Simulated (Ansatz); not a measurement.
Geometry optimisation, Ansatz, RKS r2SCAN-D4/def2-SVP.

The input (input.yaml):

```yaml
crystal:
  periodic: [false, false, false]
  atoms:
    - { symbol: Sn, position_ang: [-0.220579, 0.816535, -0.515393] }
    - { symbol: H, position_ang: [0.011022, -2.149499, -0.916378] }
    - { symbol: Cl, position_ang: [-2.196437, 0.020608, -1.484949] }
    - { symbol: Cl, position_ang: [-0.460854, 3.148735, -0.387848] }
    - { symbol: C, position_ang: [0.142736, -0.004124, 1.420692] }
    - { symbol: H, position_ang: [0.555982, -1.865817, -1.258171] }
    - { symbol: Cl, position_ang: [1.578115, 0.433594, -2.04435] }
    - { symbol: H, position_ang: [-0.819745, -0.359077, 1.818255] }
    - { symbol: H, position_ang: [0.854418, -0.835527, 1.315093] }
    - { symbol: H, position_ang: [0.555344, 0.794572, 2.05305] }
basis:
  gaussian: { orbitals: def2-SVP }
hamiltonian:
  xc: r2scan
  dispersion: d4
relax:
  f_tol: 0.03
  max_steps: 50
```

Command:

```bash
$ ansatz run input.yaml --threads 4 --pin off --max-ram 5120MiB --backend cpu --events-out ev --progress --plain --runs-dir out
```

Question: Where does it end, and by what steps?

Answer: It converged. The force dipped under the threshold on the way, but the program's further checks kept it going. After 5 steps the energy has fallen by 0.130 eV; H6 moved furthest, 0.40 Å.

| step | energy less start (eV) | largest force component (eV/Å) | accepted |
| --- | --- | --- | --- |
| 0 | 0.0000 | 1.873 | yes |
| 1 | -0.1166 | 0.084 | yes |
| 2 | -0.1264 | 0.111 | yes |
| 3 | -0.1171 | 0.309 | no |
| 4 | -0.1291 | 0.025 | yes |
| 5 | -0.1301 | 0.023 | yes |

```xyz
10
Properties=species:S:1:pos:R:3
Sn -0.220 0.962 -0.496
H -0.045 -2.542 -0.966
Cl -2.175 0.145 -1.497
Cl -0.484 3.284 -0.307
C 0.151 0.058 1.401
H 0.606 -2.264 -1.242
Cl 1.541 0.615 -2.008
H -0.793 -0.374 1.759
H 0.911 -0.722 1.269
H 0.509 0.838 2.087
```

Whether the end is a true minimum wasn't checked by a vibrational analysis.

The run took 35 s on 4 threads of Arm Neoverse N1, on a shared host, peak memory 0.21 GiB.
